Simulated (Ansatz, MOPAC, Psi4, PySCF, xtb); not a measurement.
Two geometries of dimethoxyethane, SMILES COCCOC, relaxed at B3LYP-D3(BJ)/def2-SVP with one dihedral held; other torsions can differ between them too.

Structure A

```
16

C      2.7457     0.6348    -0.0011
O      1.4371     0.3647     0.4180
C      0.6994    -0.4014    -0.4974
C     -0.6884    -0.6157     0.0764
O     -1.4260    -1.3818    -0.8390
C     -2.7356    -1.6491    -0.4213
H      3.3335    -0.2939    -0.1522
H      3.2344     1.2354     0.7799
H      2.7677     1.2061    -0.9519
H      1.1776    -1.3858    -0.6821
H      0.6169     0.1076    -1.4802
H     -0.6059    -1.1246     1.0592
H     -1.1665     0.3687     0.2610
H     -2.7600    -2.2191     0.5301
H     -3.3220    -0.7192    -0.2722
H     -3.2243    -2.2499    -1.2022
```

Structure B

```
16

C      0.8690     2.3327     0.8835
O      1.0762     1.7741    -0.3881
C      1.7817     0.5563    -0.3865
C      0.9156    -0.6398     0.0486
O      1.3133    -1.8520    -0.5456
C      2.4664    -2.4269     0.0126
H      1.8231     2.4692     1.4331
H      0.4038     3.3195     0.7431
H      0.1963     1.7229     1.5184
H      2.0842     0.3673    -1.4290
H      2.7031     0.6416     0.2256
H     -0.1076    -0.4369    -0.3063
H      0.8794    -0.7414     1.1528
H      2.3607    -2.5811     1.1062
H      3.3772    -1.8195    -0.1574
H      2.6156    -3.4067    -0.4644
```

Problem. Which is lower in energy at the level CCSD(T) on RHF/cc-pVDZ, frozen core // B3LYP-D3(BJ)/def2-SVP run with Ansatz (an electronic-structure program), and by how much?

Solution. A is lower, by 3.39 kcal/mol (dihedral O2–C3–C4–O5: 180° in A, 150° in B).

E(B) − E(A) in kcal/mol at the other levels, on the same two geometries: PBE0/def2-TZVP // B3LYP-D3(BJ)/def2-SVP (Psi4) 3.91; PBE0-D3(BJ)/def2-TZVP // B3LYP-D3(BJ)/def2-SVP (Psi4) 3.48; PBE/def2-TZVP // B3LYP-D3(BJ)/def2-SVP (Psi4) 3.53; PBE-D3(BJ)/def2-TZVP // B3LYP-D3(BJ)/def2-SVP (Psi4) 3.05; wB97X-D/def2-TZVP // B3LYP-D3(BJ)/def2-SVP (Psi4) 3.17; RHF/cc-pVDZ // B3LYP-D3(BJ)/def2-SVP (Ansatz) 5.13; MP2 on RHF/cc-pVDZ, frozen core // B3LYP-D3(BJ)/def2-SVP (Ansatz) 3.51; CCSD on RHF/cc-pVDZ, frozen core // B3LYP-D3(BJ)/def2-SVP (Ansatz) 3.64; AM1, restricted, heats of formation // B3LYP-D3(BJ)/def2-SVP (MOPAC) -0.51; PM6, restricted, heats of formation // B3LYP-D3(BJ)/def2-SVP (MOPAC) -3.34; GFN1-xTB // B3LYP-D3(BJ)/def2-SVP (xtb) 0.42; restricted B3LYP/6-31G*, spherical d, density fitting // B3LYP-D3(BJ)/def2-SVP (PySCF) 3.67; restricted Hartree-Fock/STO-3G // B3LYP-D3(BJ)/def2-SVP (PySCF) 2.77; restricted B3LYP/LANL2DZ // B3LYP-D3(BJ)/def2-SVP (PySCF) 2.95; restricted Hartree-Fock/6-31G*, spherical d, density fitting // B3LYP-D3(BJ)/def2-SVP (PySCF) 5.00.
